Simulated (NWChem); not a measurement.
System: C4H6O; SMILES C#CCCO

```xyz
11

C      0.5828    -2.2342     0.1085
C     -0.1044    -1.2553    -0.0566
C     -0.9425    -0.0713    -0.2412
C     -0.3594     1.2098     0.3895
O      0.9095     1.5684    -0.1223
H      1.1976    -3.0929     0.2535
H     -1.9384    -0.2472     0.1906
H     -1.1082     0.1032    -1.3154
H     -1.0941     2.0222     0.2636
H     -0.2121     1.0575     1.4625
H      0.8196     1.7159    -1.0769
```
Atoms are numbered in this order, from 1.

Results from NWChem. Medium grid unless said otherwise, to which SCAN and Minnesota functionals are sensitive. Geometry: optimised at B3LYP/6-31G* (spherical d). B3LYP is NWChem's, with the RPA form of VWN correlation. Total energies of different functionals are on different scales.

| level | energy (Ha) | highest occupied level (eV) | orbital gap (eV) | dipole (D) |
|---|---|---|---|---|
| PBE/def2-TZVP | -230.9762 | -6.25 | 5.94 | 1.88 |
| B3LYP/def2-TZVP | -231.2759 | -7.38 | 7.64 | 1.94 |
| PBE0/def2-TZVP | -230.9927 | (withheld) | (withheld) | 1.95 |
| LDA (Slater exchange, VWN5)/def2-TZVP | -229.2741 | -6.41 | 5.90 | 1.97 |
| CAM-B3LYP/def2-TZVP | -231.1543 | -9.01 | 10.42 | 1.99 |
| M06-2X/def2-TZVP | -231.1688 | -8.92 | 10.17 | 1.98 |

**Question.** Fill in the missing entries.

**Answer.** 
- PBE0/def2-TZVP, highest occupied level (eV): -7.61
- PBE0/def2-TZVP, orbital gap (eV): 8.19
